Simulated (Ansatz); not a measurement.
Reaction (substitution at a C–Si bond): `FC[SiH](S)Cl` + `OC[SeH]` → `OC[Se]CF` + `S[SiH2]Cl`

Program: Ansatz. Geometries: PBE0-D4/def2-TZVP. ΔE: electronic, gas phase. CCSD(T)/CBS is the MP2 limit (def2-TZVPP, def2-QZVPP) plus CCSD(T) − MP2 in def2-TZVPP, frozen cores. Functionals use def2-TZVPP. For Se outer-core shells are correlated without core-valence functions, which leaves a few kJ/mol of doubt a bond. Scalar relativity is left out up to krypton. One conformer a species, not always the lowest.

```
          level  ΔE (eV)
      r2SCAN-D4     0.10
        PBE0-D4     0.12
         B2PLYP     0.09
CCSD/def2-TZVPP     0.10
```

(1) What does CCSD(T)/CBS give? (Best estimate.)

Largest T1 diagnostic among the species: 0.011.

Results:

(1) Computed: +0.10 eV. The listed levels differ from it by 0.00, 0.02, -0.01, 0.00 eV.

In def2-TZVPP, CCSD(T) changes the Hartree–Fock value by −0.05 eV (the triples alone add −0.02 eV) and MP2 by −0.07 eV.
